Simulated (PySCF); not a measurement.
BeHBr, SMILES [Br][BeH].

Coordinates come from a PBE0-D3(BJ)/def2-TZVPD optimisation.

Two levels are set side by side: PBE/def2-TZVPD (PySCF) and CAM-B3LYP/def2-TZVPD (PySCF). Same geometry, gas phase. Differences are taken from unrounded values.

```csv
quantity,CAM-B3LYP,PBE,PBE minus CAM-B3LYP
orbital gap (eV),10.43,6.26,-4.18
highest occupied level (eV),-10.33,-7.79,2.54
lowest empty level (eV),0.10,-1.54,-1.63
dipole moment (D),0.39,0.17,-0.22
mean polarisability (bohr³),38.0,40.1,2.1
```

PBE's occupied levels lie high since its potential decays too fast outside the molecule; exact exchange lowers them and widens the gap. PBE's more diffuse valence density responds more strongly to a field. Differences between two approximate levels are no errors against the true value.

Rough cost on one machine, each run with all the roots and properties that it gave: CAM-B3LYP against PBE within a factor of 2.
